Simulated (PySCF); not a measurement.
Compound: C₆H₁₄P₂.
Structure used (PBE0-D3(BJ)/def2-SVP), in Å, numbered top down from 1:
```
atom  x, y, z in Å
C1     2.9081   -0.6419   -0.7462
C2     1.9816    0.2462    0.0718
P3     0.2965    0.4349   -0.6868
C4    -0.4362   -1.2315   -0.2847
C5    -1.9567   -1.2291   -0.4402
P6    -2.7586   -0.2388    0.9239
C7    -2.0499    1.4371    0.5059
C8    -0.5287    1.4314    0.6537
H9     2.5314   -1.6748   -0.8084
H10    3.9131   -0.6887   -0.2994
H11    3.0151   -0.2671   -1.7761
H12    1.8836   -0.1319    1.1049
H13    2.4014    1.2641    0.1466
H14   -0.1525   -1.5319    0.7409
H15    0.0120   -1.9660   -0.9740
H16   -2.2387   -0.8335   -1.4306
H17   -2.3509   -2.2565   -0.3752
H18   -4.0329   -0.0632    0.3006
H19   -2.3348    1.7423   -0.5149
H20   -2.4984    2.1650    1.2018
H21   -0.2401    1.0436    1.6479
H22   -0.1353    2.4589    0.5815
```

Computed with PySCF at PBE0/pcSseg-1, non-relativistic, on one gas-phase PBE0-D3(BJ)/def2-SVP geometry that isn't relaxed in the solvent. The solvent is an IEF-PCM continuum (Bondi radii, 1.10 Å for H, scaled by 1.2). Specific hydrogen bonds and non-electrostatic terms are outside this model.

```
run  E − E(gas) (kcal/mol)  HOMO (eV)  HOMO–LUMO gap (eV)  dipole (D)
gas                   0.00      -6.45                7.18        0.60
  P                  -2.93      -6.47                7.31        0.69
  Q                  -3.96      -6.51                7.37        0.72
```

Question: The runs were made in acetone and chloroform. Which run belongs to which solvent?

Answer: P = chloroform, Q = acetone. The dielectric constants are 4.711 (chloroform), 20.49 (acetone), and the energy falls further as ε rises. In this model the ground state sees the solvent through ε alone.

Question: How constant is the ratio of the lowering to (ε − 1)/(2ε + 1)?

Answer: 
```csv
solvent,(ε − 1)/(2ε + 1),E − E(gas) (kcal/mol),ratio (kcal/mol),polarisation term (kcal/mol)
chloroform,0.356,-2.93,-8.2,-3.24
acetone,0.464,-3.96,-8.5,-4.55
```

The ratio changes by +3.7 % in size from chloroform to acetone. The polarisation term is half the interaction of the solute with the induced surface charges.
